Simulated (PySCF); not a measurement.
Dipole moment and polarisability of `CC(C)[SiH2][SiH](N)N`

Species: C3H14N2Si2.
SMILES with atom numbers: `[CH3:1][CH:2]([CH3:3])[SiH2:4][SiH:5]([NH2:6])[NH2:7]` (hydrogens: H8, H9, H10 on C1; H11 on C2; H12, H13, H14 on C3; H15, H16 on Si4; H17 on Si5; H18, H19 on N6; H20, H21 on N7)

Geometry (PBE0-D3(BJ)/def2-SVP, Å), atoms numbered from 1 in this order:
```xyz
21
C3H14N2Si2 angstrom
C     -1.5403    1.0138   -0.7610
C     -1.3184   -0.4938   -0.6427
C     -2.6369   -1.2653   -0.6541
Si    -0.2750   -0.9221    0.8975
Si     1.6968    0.3581    1.0403
N      2.9394   -0.2405    2.0859
N      2.3086    0.3784   -0.5779
H     -0.5909    1.5672   -0.8439
H     -2.1463    1.2596   -1.6497
H     -2.0756    1.4107    0.1177
H     -0.7171   -0.8285   -1.5096
H     -3.2680   -0.9841    0.2051
H     -3.2158   -1.0529   -1.5697
H     -2.4787   -2.3539   -0.6051
H      0.0539   -2.3880    0.8701
H     -1.1154   -0.6915    2.1223
H      1.3714    1.6975    1.6443
H      3.0031    0.0936    3.0396
H      3.2703   -1.1948    2.0007
H      1.6944    0.2741   -1.3759
H      3.1513    0.8909   -0.8145
```

Level: CAM-B3LYP/def2-SVPD (PySCF), static field, nuclei fixed, core orbitals frozen in the response. The polarisability tensor in these axes (au):

```
x   124.57   6.12  11.05
y     6.12 103.26  -1.94
z    11.05  -1.94 105.66
```

Question: What are the eigenvalues, a third of the trace, and Δα (Δα² = ½Σ(αi − αj)² over the three pairs)?

Answer: Principal values 97.14, 105.85 and 130.51 au; mean 111.16 au = 16.47 Å³ = 18.33 × 10⁻⁴⁰ C²·m²/J; Δα = 29.98 au (27 % of the mean).

Question: What is the dipole moment, and where does it point?

Answer: (0.34, 0.12, -0.64) D, 0.73 D in size, pointing from the negative to the positive side. Measured along this direction, the outermost atoms are H16 at the negative end and H21 at the positive end.

Question: Refractivity n − 1 of an ideal gas of it at 273.15 K and 1 atm, from the electronic α?

Answer: N = p/kT = 2.6868 × 10¹⁹ cm⁻³, so n − 1 = 2π × N × 16.47 × 10⁻²⁴ cm³ = 2781 × 10⁻⁶ at long wavelengths, for an ideal gas.

Question: In TDDFT the mean static polarisability is Σ f/ω² over all singlet excitations (ω in hartree). How much of it do the 6 lowest give? Their energies (eV) and oscillator strengths: 5.94, 0.0236; 6.16, 0.0289; 6.69, 0.0199; 6.91, 0.0498; 7.14, 0.0366; 7.40, 0.0347.

Answer: They add up to 3.16 au, 2.8 % of the 111.16 au; the largest single term is 0.77 au, from the state at 6.91 eV. Terms in order: 0.49, 0.56, 0.33, 0.77, 0.53, 0.47 au. Higher excitations give the rest. The strengths listed sum to 0.193.

Question: Find the Langevin capture rate constant for O2+ (31.990 u) meeting this molecule (134.070 u), k = 2.342 × 10⁻⁹ cm³/s × √(α in Å³ / reduced mass in u).

Answer: The reduced mass is 25.83 u, so k = 1.87 × 10⁻⁹ cm³/s. The formula leaves out the permanent dipole, which adds to the capture rate.

The structure is a single PBE0-D3(BJ)/def2-SVP conformer in the gas phase; no vibrational or solvent corrections.

The run behind these numbers computed excited states as well. The run took 76 s wall on Arm Neoverse V1, one thread (shared host).
